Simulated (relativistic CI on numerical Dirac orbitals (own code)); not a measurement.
**One change at a time: Pr XXII**

Base calculation: Dirac-Coulomb-Breit CI, KLI orbitals optimised for each configuration, a model potential for QED, unscaled Slater integrals.

CI space (outside the closed core [Ar] 3d10): 4s²4p⁶4d², 4s²4p⁵4d³, 4s²4p⁶4d4f, 4s4p⁶4d³, 4s²4p⁵4d²4f, 4s²4p⁶4d5s, 4s4p⁶4d²4f, 4s²4p⁶4d5p, 4s²4p⁶4f5s, 4s²4p⁶4d5d, 4s²4p⁶4f², 4s²4p⁵4f³, 4s4p⁶4f³, 4s²4p⁶4f5p, 4s²4p⁵4f²5p, 4s4p⁶4f²5p. Double excitations out of closed p, d and f shells are left out; levels of such configurations are missing from the list, as are those of other unlisted configurations, and high levels can miss mixing partners.

The lowest level and the first level of each name with at least 55 % of one term (blank where a level has no safe partner in the second run):

```csv
Level,Base (cm⁻¹),Shift (cm⁻¹)
4s²4p⁶4d² ³F2,0,0
4s²4p⁶4d² ³F3,33461,-110
4s²4p⁶4d² ³P0,40719,+2028
4s²4p⁶4d² ³F4,55463,+432
4s²4p⁶4d² ³P1,62012,+2676
4s²4p⁶4d² ¹G4,91196,+1490
4s²4p⁶4d² ¹S0,166320,-3527
4s²4p⁵4d³ ⁵D°0,818010,-22093
4s²4p⁵4d³ ⁵S°2,831276,-19388
4s²4p⁵4d³ ⁵G°6,863045,-17320
4s²4p⁵4d³ ³P°0,882254,-20881
4s²4p⁵4d³ ³I°7,915422,-17450
4s²4p⁵4d³ ³F°4,922066,
4s²4p⁵4d³ ⁵P°3,930403,
4s²4p⁵4d³ ³H°6,941637,-17827
4s²4p⁵4d³ ³D°1,942808,-14542
```

At this charge energies of transitions that change n are usually good to better than 1 %, and those within a shell (Δn = 0) to a few per cent. Terms inside the open d or f shell come out 10 to 20 % too wide with unscaled integrals.

Question: One thing was changed in a second run, which moved the levels as shown. Which?
A. Breit term removed
B. QED terms removed
C. one mean potential for all configurations
D. valence Slater integrals scaled by 0.9
E. configuration mixing switched off

Answer: E. Configuration mixing switched off. Without mixing, levels that were pushed by configurations of the same parity and J return to their single-configuration places.

LS names give the leading component of a level, which can be under half, so a name can repeat, a term be missing and a line seem to break the LS rules.
